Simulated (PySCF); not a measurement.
# Ionisation energy of Ne(2+) by level of theory

Ne(2+) [He] 2s2 2p4 (3P) → Ne(3+) [He] 2s2 2p3 (4S), as a difference of total energies. Computed with PySCF 2.14 in def2-TZVPPD, with no relativity, point nucleus. Correlated levels: valence and next inner shell: nothing frozen. The calculations carry no spin-orbit coupling.

| method | ionisation energy (eV) |
| --- | --- |
| UHF | 61.862 |
| MP2 (valence and next inner shell) | 63.029 |
| SCS-MP2 (valence and next inner shell) | 63.111 |
| CCSD (valence and next inner shell) | 63.067 |
| CCSD(T) (valence and next inner shell) | 63.082 |

Problem. How much does correlation contribute at CCSD(T) (valence and next inner shell)?

Solution. 63.082 − (61.862) = 1.220 eV, measured against UHF.

A first-order spin-orbit estimate (lowest level to lowest level, LS coupling) adds 0.038 eV.

Errors of the correlated levels include the incompleteness of this basis.

For comparison: 63.423 eV (measured; NIST Atomic Spectra Database, ionization energies).
